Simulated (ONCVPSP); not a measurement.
**Cutoff test, tungsten (W), ONCV**

W, optimised norm-conserving Vanderbilt (ONCV), made with ONCVPSP 4.0.1 (PBE, fully relativistic). Core [Kr] 4d10 4f14, reference 5s2 5p6 5d4 6s2. Waves: 5s+6s: rc 1.80 bohr, ncon 3, nbas 7, qcut 6.7 1/bohr, 2 projectors; 5p: rc 1.45 bohr, ncon 4, nbas 8, qcut 9.2 1/bohr, 2 projectors, debl 1.5 Ha; 5d: rc 2.10 bohr, ncon 3, nbas 7, qcut 7.2 1/bohr, 2 projectors, debl 0.7 Ha. Local part: polynomial inside 1.20 bohr (lpopt 5, dvloc0 0 Ha). Core correction: Teter function fitted to the true core (icmod 2), fcfact 0.75.

Open shells are filled in proportion to 2j + 1.

Problem. For each optimised wave give the share of its norm inside rc, the residual kinetic energy above qcut (Ha) and the cutoffs (Ha) for errors of 10, 1, 0.1 and 0.01 mHa per electron.

Solution.

| wave | norm inside rc | residual KE | 10 mHa | 1 mHa | 0.1 mHa | 0.01 mHa |
| --- | --- | --- | --- | --- | --- | --- |
| 5s | 0.966 | 2.7e-06 | 10.7 | 15.3 | 18.2 | 20.7 |
| 6s | 0.077 | 3.4e-06 | 5.9 | 14.4 | 18.2 | 21.1 |
| 5p j=3/2 | 0.694 | 2.5e-06 | 22.9 | 30.1 | 35.5 | 39.6 |
| p projector 2 j=3/2 | 0.039 | 4.3e-07 | 8.0 | 24.4 | 31.4 | 36.6 |
| 5p j=1/2 | 0.779 | 3.7e-06 | 22.8 | 30.4 | 36.0 | 40.1 |
| p projector 2 j=1/2 | 0.037 | 9.4e-07 | 8.0 | 24.9 | 32.5 | 37.6 |
| 5d j=5/2 | 0.589 | 1.2e-08 | 10.6 | 14.3 | 17.5 | 20.2 |
| d projector 2 j=5/2 | 0.173 | 8.3e-09 | 10.1 | 13.9 | 17.2 | 20.0 |
| 5d j=3/2 | 0.628 | 2.1e-08 | 11.1 | 14.9 | 18.2 | 20.8 |
| d projector 2 j=3/2 | 0.164 | 1.7e-08 | 10.5 | 14.4 | 17.8 | 20.6 |

The occupied waves need 30 Ha and 36 Ha for 1 and 0.1 mHa. Note: no bound ghost flagged; GHOST(+) flagged for s at 107.3 eV.
